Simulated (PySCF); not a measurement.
# Correlation energy of Sb (antimony, neutral)

[Kr] 4d10 5s1 5p3 5d1, high-spin 6D determinant (an excited configuration). Calculation: PySCF 2.14, in aug-cc-pwCVDZ-PP with ECP28MDF (6s5p4d1f, 48 functions); a scalar-relativistic core potential. Frozen: 4s2 4p6 4d10; 5 electrons correlated.

| level | correlation energy (mhartree) |
| --- | --- |
| CCSD | -18.88 |
| (T) | -0.13 |
| CCSD(T) | -19.01 |

Diagnostics: T1 = 0.0028, D1 = 0.0067, largest double amplitude 0.033.

The outer electron is Rydberg-like, and this basis confines it to a smaller radius and binds it less than a complete one would.

Cost of the coupled-cluster step: of the order of 0.6 core-seconds, for 5 correlated electrons.

Iterations:

```
CC2 = 0
CCSD nocc = (np.int64(5), np.int64(0)), nmo = (39, 39)
frozen orbitals [[0, 1, 2, 3, 4, 5, 6, 7, 8], [0, 1, 2, 3, 4, 5, 6, 7, 8]]
max_cycle = 100
direct = 0
conv_tol = 1e-08
conv_tol_normt = 1e-06
diis_space = 8
diis_start_cycle = 0
Init t2, MP2 energy = -0.0140114084828486
Init E_corr(UCCSD) = -0.0140114084830417
cycle = 1  E_corr(UCCSD) = -0.0175299676169825  dE = -0.00351855913  norm(t1,t2) = 0.0256993
cycle = 2  E_corr(UCCSD) = -0.0184795031402866  dE = -0.000949535523  norm(t1,t2) = 0.00832393
cycle = 3  E_corr(UCCSD) = -0.0188975790568361  dE = -0.000418075917  norm(t1,t2) = 0.00316317
cycle = 4  E_corr(UCCSD) = -0.0188811822276522  dE = 1.63968292e-05  norm(t1,t2) = 0.000672106
cycle = 5  E_corr(UCCSD) = -0.0188834455632777  dE = -2.26333563e-06  norm(t1,t2) = 9.98218e-05
cycle = 6  E_corr(UCCSD) = -0.0188831645662687  dE = 2.80997009e-07  norm(t1,t2) = 1.50529e-05
cycle = 7  E_corr(UCCSD) = -0.0188832869917522  dE = -1.22425484e-07  norm(t1,t2) = 2.76201e-06
cycle = 8  E_corr(UCCSD) = -0.0188832418272959  dE = 4.51644563e-08  norm(t1,t2) = 5.20526e-07
cycle = 9  E_corr(UCCSD) = -0.0188832485099352  dE = -6.68263931e-09  norm(t1,t2) = 1.00167e-07
UCCSD converged
E(UCCSD) = -238.8683869085327  E_corr = -0.01888324850993523
UCCSD(T) correction = -0.000127216771933756
```
